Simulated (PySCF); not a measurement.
Radial density of Ta²⁺ (tantalum, charge +2)

revPBE, [Xe] 4f14 5d3, high-spin 4F determinant. Computed with PySCF 2.14 in x2c-TZVPPall (11s7p7d3f1g, 97 functions), with the spin-free X2C one-electron Hamiltonian (Gaussian nucleus).

```tsv
r (bohr)	4πr²ρ (e/bohr)	4πr²(ρα − ρβ)
0.0139	100.6	-0.0012
0.0234	87.46	-0.0017
0.0394	112.7	0.0043
0.0663	129.4	0.0556
0.112	103.2	0.1313
0.188	113.3	0.0017
0.316	61.24	0.1341
0.531	62.32	0.0645
0.893	20.34	0.4201
1.50	8.041	1.7898
2.53	1.164	0.8664
4.25	0.1009	0.0988
7.15	2.646e-05	0.0000
```

Densities and radii are taken from the X2C orbitals without a picture-change correction, which distorts them close to the nucleus.

Spin-orbit coupling, absent here, splits the open shell strongly.
